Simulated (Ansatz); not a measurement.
Species: CH13NSi4, net charge 0, singlet state. 
Geometry from a B3LYP-D3(BJ)/def2-TZVP (Ansatz, a quantum-chemistry and plane-wave program) optimisation:
SMILES: C[Si]([SiH3])(N[SiH3])[SiH3]
```xyz
19

C     -1.1084    -0.1146     2.1778
Si    -0.4275    -0.1198     0.4229
Si    -0.4267     2.0694    -0.4291
Si    -1.8277    -1.4336    -0.9355
N      1.1890    -0.7758     0.3935
Si     2.6384    -0.1223    -0.2833
H     -0.4885     0.5037     2.8300
H     -2.1280     0.2764     2.1991
H     -1.1300    -1.1263     2.5901
H      0.1640     2.1303    -1.7882
H      0.2956     3.0226     0.4493
H     -1.8441     2.5057    -0.5192
H     -1.4074    -1.3564    -2.3573
H     -1.7535    -2.8595    -0.5155
H     -3.2473    -1.0049    -0.8445
H      1.2596    -1.7372     0.7032
H      2.8511    -0.4852    -1.7076
H      3.8058    -0.6154     0.4860
H      2.5583     1.3528    -0.1971
```

Dipole moments at this geometry, in debye (magnitudes).

| level | program | dipole (D) |
|---|---|---|
| SVWN5/def2-TZVPD | Ansatz | 1.45 |
| PBE/def2-TZVPD | Ansatz | 1.47 |
| BLYP/def2-TZVPD | Ansatz | 1.46 |
| revPBE/def2-TZVPD | Ansatz | 1.49 |
| r2SCAN/def2-TZVPD | Ansatz | 1.49 |
| B3LYP/def2-TZVPD | Ansatz | 1.43 |
| BHLYP/def2-TZVPD | Ansatz | 1.40 |
| r2SCANh/def2-TZVPD | Ansatz | [?] |
| r2SCAN0/def2-TZVPD | Ansatz | 1.46 |
| HSE06/def2-TZVPD | Ansatz | 1.45 |
| CAM-B3LYP/def2-TZVPD | Ansatz | 1.40 |
| wB97M-V/def2-TZVPD | Ansatz | 1.45 |
| wB97X-V/def2-TZVPD | Ansatz | 1.41 |
| CCSD(T)/aug-cc-pV(D+d)Z | Ansatz | [?] |

Task: Complete the blanks.

Result: 
- r2SCANh/def2-TZVPD, dipole (D): 1.48
- CCSD(T)/aug-cc-pV(D+d)Z, dipole (D): 1.40
